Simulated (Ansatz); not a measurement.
`Cl[SiH](Cl)C[CH2][GeH3]` + silanol → `[SiH3]O[SiH](Cl)Cl` + `C[CH2][GeH3]`  (ligand exchange at the Si–C bond)

Computed with Ansatz on PBE0-D4/def2-TZVP structures; ΔE is electronic, products minus reactants. CBS: MP2 limit from def2 TZ/QZ plus the TZ coupled-cluster correction, frozen cores. DFT in def2-TZVPP. B3LYP here is the variant with VWN-RPA as its local correlation; programs differ in this. HSE06 is defined as in plane-wave codes. For Ge outer-core shells are correlated without core-valence functions, which leaves a few kJ/mol of doubt a bond. Scalar relativity is left out up to krypton. Each species was taken in one conformer, which may not be the lowest.

`Cl[SiH](Cl)C[CH2][GeH3]`:

```xyz
14

Cl   -3.394   -1.486   -0.154
Si   -1.361   -1.268   -0.029
Cl   -0.462   -2.576   -1.326
C    -0.917    0.477   -0.492
C     0.573    0.760   -0.687
Ge    1.688    0.547    0.918
H    -0.960   -1.661    1.337
H    -1.475    0.702   -1.409
H    -1.344    1.122    0.286
H     0.713    1.788   -1.033
H     0.988    0.112   -1.463
H     3.105    1.074    0.639
H     1.776   -0.933    1.329
H     1.070    1.342    2.084
```

`O[SiH3]`:

```xyz
6

O     0.366   -0.206    1.211
Si   -0.262    0.076   -0.286
H     1.308   -0.363    1.279
H     0.337    1.286   -0.914
H    -1.714    0.280   -0.086
H    -0.034   -1.074   -1.203
```

`[SiH3]O[SiH](Cl)Cl`:

Cartesian coordinates in Å:
```
Si -0.012 0.097 -1.593
O -0.569 0.085 -0.041
Si -0.200 -0.057 1.517
Cl 0.572 -1.907 1.886
Cl 1.195 1.338 2.033
H -1.187 0.265 -2.479
H 0.673 -1.185 -1.885
H 0.931 1.227 -1.771
H -1.403 0.137 2.334
```

`C[CH2][GeH3]`:

Cartesian coordinates in Å:
```
C 1.171 0.435 -0.722
C -0.111 -0.380 -0.628
Ge -1.033 -0.164 1.088
H 1.886 0.148 0.054
H 1.663 0.296 -1.688
H 0.976 1.504 -0.606
H 0.095 -1.445 -0.762
H -0.811 -0.096 -1.418
H -1.403 1.316 1.307
H -0.112 -0.607 2.241
H -2.321 -1.007 1.135
```

```
             level  ΔE (kJ/mol)  difference from CCSD(T)/CBS
       LDA (SPW92)       -111.6                         13.5
           BLYP-D4       -124.5                          0.6
            B97M-V       -129.7                         -4.6
        r2SCANh-D4       -126.9                         -1.8
          HSE06-D4       -117.6                          7.5
          BHLYP-D4       -136.5                        -11.4
           ωB97M-V       -123.6                          1.5
            B2PLYP       -132.8                         -7.7
              PBE0       -121.4                          3.7
             B3LYP       -135.2                        -10.1
             HSE06       -121.2                          3.9
         CAM-B3LYP       -136.6                        -11.5
     CCSD/def2-SVP       -126.3                         -1.2
CCSD(T)/def2-TZVPP       -125.1                          0.0
SCS-MP2/def2-QZVPP       -130.7                         -5.6
    CCSD/CBS(def2)       -129.2                         -4.1
       CCSD(T)/CBS       -125.1                            0
```

Largest T1 diagnostic among the species: 0.011.

In def2-TZVPP, CCSD(T) changes the Hartree–Fock value by +29.1 kJ/mol (the triples alone add +4.1 kJ/mol) and MP2 by +30.2 kJ/mol. From BLYP to BHLYP (50 % exact exchange), in def2-TZVPP and without D4, ΔE moves by −9.5 kJ/mol.
